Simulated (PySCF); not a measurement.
## Does the structure fit the spectrum?

A compound C4H16OSi3 gives the data below (simulated from a calculation) and was assigned the structure `CC(C)O[SiH2]C([SiH3])[SiH3]`.

¹³C{¹H} NMR (computed): δ 75.7 (CH), 55.6 (C), 27.3 (CH3, 2C).

¹H NMR (500 MHz, computed): δ 4.12 (s, 9H), 3.63 (sept, 1H), 1.18 (d, 6H).

Non-relativistic, gas phase, equivalent nuclei averaged, one conformer. PBE0/pcSseg-1 with gauge-including orbitals; coordinates at the GFN2-xTB level; PySCF 2.14.

Chemical shifts δ = σref − σ; ¹H (31.72 ppm) and ¹³C (186.93 ppm) against TMS, all at this level.

(1) Compare with the shifts computed for the proposed structure, pairing carbons in order of shift.

(2) Which isomer fits?

Answers

(1) Atom-mapped SMILES (the numbers label the heavy atoms): `[CH3:1][CH:2]([CH3:3])[O:4][SiH2:5][CH:6]([SiH3:7])[SiH3:8]`. Each H is labelled by its parent atom.

```csv
atom,computed for proposal,given list,difference
C2,69.2,75.7,-6.5
C1,26.8,55.6,-28.8
C3,26.8,27.3,-0.5
C6,-14.3,27.3,-41.6
```

The rms difference is 25.5 ppm and the largest -41.6 ppm at C6 (sp3 CH bonded to 3 Si). The carbon types in order of shift don't match either: CH, CH3, CH3, CH for the proposal against CH, C, CH3, CH3 in the data. The proposal doesn't fit.

(2) SMILES CC(C)OC([SiH3])([SiH3])[SiH3].

- Carbon types of the structure: 1 × C, 1 × CH, 2 × CH3, leaving 9 H on heteroatoms.
- δC 75.7: sp3 CH bonded to O; pulled downfield by the heteroatom.
- δC 55.6: fully substituted sp3 carbon bonded to O and 3 Si; pulled downfield by the heteroatom.
- δC 27.3: methyl carbon; aliphatic region, no heteroatom directly attached.
- δH 3.63: hydrogen on an sp3 CH bonded to O; its carbon carries O, hence the downfield position.

The shifts were computed for this structure.

Shifts are as computed. Against solution values, carbons near 30 ppm lie about +3 ppm off and those near 130 ppm about +5 ppm. Of 1211 compounds with measured shifts, 218 miss one by over three times the rms of a fit or turn the order of signals round; such compounds aren't used in these exercises. No couplings were computed; multiplicities are counted from neighbouring protons, with m where these are inequivalent, close in shift, in a saturated or five-membered ring or joined by F or P, and br s for small geminal =CH2 splittings.
